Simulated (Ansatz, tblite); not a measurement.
Cost and result up the ladder for GeCl2(NHtBu)2 (C8H20Cl2GeN2) (33 atoms). Charge 0, multiplicity 1. Geometry: PBE-D4/def2-SVP.

```xyz
33

Ge    0.5538   -0.0147    0.4724
Cl    2.1564   -0.8521   -0.7836
Cl    1.5279    0.3310    2.4070
N    -0.8848   -1.1486    0.5929
C    -0.8250   -2.6350    0.6453
C     0.2939   -3.1472    1.5760
C    -2.1923   -3.1022    1.1742
C    -0.6195   -3.1719   -0.7834
H    -1.4827   -0.7920    1.3507
H     0.2759   -4.2541    1.6498
H     1.2923   -2.8531    1.1929
H     0.1824   -2.7272    2.5965
H    -2.3602   -2.7454    2.2136
H    -2.2499   -4.2088    1.1854
H    -3.0125   -2.7172    0.5340
H     0.3434   -2.8241   -1.2052
H    -1.4349   -2.8192   -1.4469
H    -0.6146   -4.2809   -0.7861
N    -0.1681    1.5390   -0.1400
C     0.5378    2.7124   -0.7000
C     0.8247    2.4983   -2.2006
C    -0.3867    3.9295   -0.5073
C     1.8560    2.9384    0.0546
H    -1.0107    1.3090   -0.6820
H     1.3291    3.3802   -2.6462
H     1.4725    1.6113   -2.3494
H    -0.1196    2.3323   -2.7611
H    -1.3573    3.7738   -1.0234
H     0.0730    4.8486   -0.9239
H    -0.5932    4.0909    0.5692
H     2.5585    2.0930   -0.0974
H     1.6820    3.0511    1.1424
H     2.3525    3.8550   -0.3203
```

Ansatz on 4 threads of Arm Neoverse V2 on a shared host; xTB runs through tblite on one thread. Times are rough, summed over both states, and most runs start from the orbitals of an earlier one. PBE0-D4/def2-SVP serves as the yardstick here, not as an exact answer. The other state is a doublet.

The xTB rows come from tblite.

Raw xTB energies of ions are shifted by several eV.

```json
{"level": "GFN2-xTB", "functions": "87", "wall time": "0.056 s", "vertical IE (eV)": "12.72", "difference from PBE0-D4/def2-SVP (eV)": "4.12"}
{"level": "GFN1-xTB", "functions": "107", "wall time": "0.076 s", "vertical IE (eV)": "13.17", "difference from PBE0-D4/def2-SVP (eV)": "4.57"}
{"level": "PBE-D4/def2-SVP (with forces)", "functions": "308", "wall time": "28 s", "vertical IE (eV)": "8.07", "difference from PBE0-D4/def2-SVP (eV)": "-0.53"}
{"level": "PBE0-D4/def2-SVP", "functions": "308", "wall time": "57 s", "vertical IE (eV)": "8.60", "difference from PBE0-D4/def2-SVP (eV)": "0.00"}
```
